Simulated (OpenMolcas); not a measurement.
**Pd2+: moving or changing the point charges**

Pd2+ among 8 point charges of -1 e arranged as a cube (Oh), 1.8 Å from the ion.
```
   1.0392    1.0392    1.0392  -1.00
   1.0392    1.0392   -1.0392  -1.00
   1.0392   -1.0392    1.0392  -1.00
   1.0392   -1.0392   -1.0392  -1.00
  -1.0392    1.0392    1.0392  -1.00
  -1.0392    1.0392   -1.0392  -1.00
  -1.0392   -1.0392    1.0392  -1.00
  -1.0392   -1.0392   -1.0392  -1.00
```

```yaml
Program: OpenMolcas
Method: "SS-CASPT2, IPEA 0.25 Eh, imaginary shift 0.1 Eh (closed shells correlated: 4s 4p)"
Basis: ANO-RCC-VTZP [7s6p4d2f1g]
Scalar_Hamiltonian: DKH2, point nucleus
Active_space: 8 electrons in 5 orbitals (4d)
State_averaging: 2S+1 = 3 even, 10 roots; 2S+1 = 1 even, 15 roots
Spin-orbit_coupling: state interaction with AMFI integrals over the reference wave functions
```

Runs around this geometry, states (labels of O, the rotations of Oh). Energies in cm-1 above the lowest state or level, χT in cm3 K/mol; under a threefold ground state the first gap can be a small split of the lowest multiplet, not the spin-orbit step.

```csv
R (Å),q (e),Ground state,First state of that spin,First gap with spin-orbit (degeneracies),χT at 300 K,First state of another spin
1.8,-0.8,3T1,3T2 4510,"770 (1, 3)",1.880,1T2 10410
1.8,-1,3T1,3T2 6250,"860 (1, 3)",1.660,1T2 10710
1.98,-1,3T1,3T2 3770,"720 (1, 3)",2.024,1T2 10190
```

Taking the first state of the same spin as R^-n, n = -ln(3770 / 6250) / ln(1.98 / 1.8) = 5.3 between the shortest and longest distance.

Scaling the charges by -0.8 / -1 = 0.80 scales the first state of the same spin by 4510 / 6250 = 0.72; with fixed orbitals a first-order splitting would follow the charge.

Roots that are degenerate in the reference are averaged as groups; the widest CASPT2 spread within a group is 560 cm-1 (the 3-fold group of multiplicity 3 near 6250 cm-1 above the lowest state of its run, R = 1.8, q = -1). Shifts and gaps below about the spread of the groups concerned are not significant. An orbital triplet at a regular site is open to Jahn-Teller coupling, which can distort the site and quench the lowest spin-orbit gaps and is left out. Real 4d8 and 5d8 ions are as a rule square planar and diamagnetic. Free-ion shares, where given, are those of the reference states; single-state CASPT2 does not remix them. Point charges carry no covalency, so the field is a model and not that of real ligands. No measured value stands beside these numbers.
